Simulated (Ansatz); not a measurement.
Reaction: SbH3 (SMILES [SbH3]) → SbH3 (parent SMILES [SbH3], triplet)
Each species at its own B3LYP-D3(BJ)/def2-TZVP minimum (Ansatz, an electronic-structure program).

Property: adiabatic triplet-singlet gap (electronic), in kcal/mol. UHF or UKS for unpaired electrons; spin-orbit terms are left out. Correlated methods leave the cores frozen (noble-gas shells, and filled d and f shells in the p block). Past Kr the def2 sets carry scalar-relativistic core potentials. CBS(X,Y): correlation extrapolated as X^-3, Hartree-Fock from the larger set. A bracket is a step between two methods taken in the basis named. Spin-orbit terms, left out, reach several kcal/mol for Br and I, and more for heavier atoms. The UHF reference of H3Sb (parent SMILES [SbH3], triplet) is spin-contaminated (<S^2> up to 0.07 over the pure value in the sets run). The spin of H3Sb (parent SMILES [SbH3], triplet) was assumed, and the state is the lowest solution found for it.

CCSD(T)/CBS(def2-TZVPP,def2-QZVPP) + [CCSDT(Q) - CCSD(T)]/def2-QZVPP + [CCSDTQ - CCSDT(Q)]/def2-SVP (Ansatz) gives 63.8 kcal/mol.

What does PBE/def2-TZVPD (Ansatz) give here, and how do the other levels compare?

PBE gives 61.0 kcal/mol, 2.8 kcal/mol below it. Differences of the others: B3LYP/def2-TZVPD (Ansatz) -0.9; PBE0/def2-TZVPD (Ansatz) -2.5; wB97M-V/def2-TZVPD (Ansatz) 1.6; CCSD(T)/CBS(def2-TZVPP,def2-QZVPP) (Ansatz) 0.1 kcal/mol.
